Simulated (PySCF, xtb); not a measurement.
Ta(O)(OH)(NH2)2 (H5N2O2Ta), SMILES [Ta]([NH2])([NH2])(=[O])[OH], multiplicity 1. Other conformers were not sampled.

Harmonic wavenumbers (cm⁻¹) from GFN2-xTB run with xtb at its own minimum, in rising order: 122, 128, 132, 159, 164, 229, 272, 358, 378, 415, 426, 471, 488, 507, 565, 578, 777, 1524, 1526, 3397, 3397, 3430, 3432, 3657.

### Question
What does PBE-D3(BJ)/def2-SVP (PySCF) give at its own minimum? (The exact figures need the calculation; the answer reports its results.)

### Answer
163, 166, 174, 175, 189, 275, 313, 359, 416, 457, 481, 550, 568, 647, 658, 682, 957, 1463, 1465, 3469, 3471, 3564, 3564, 3796. Paired by order, the mean absolute difference is 72 cm⁻¹ and the zero-point energies are 37.9 and 40.1 kcal/mol.
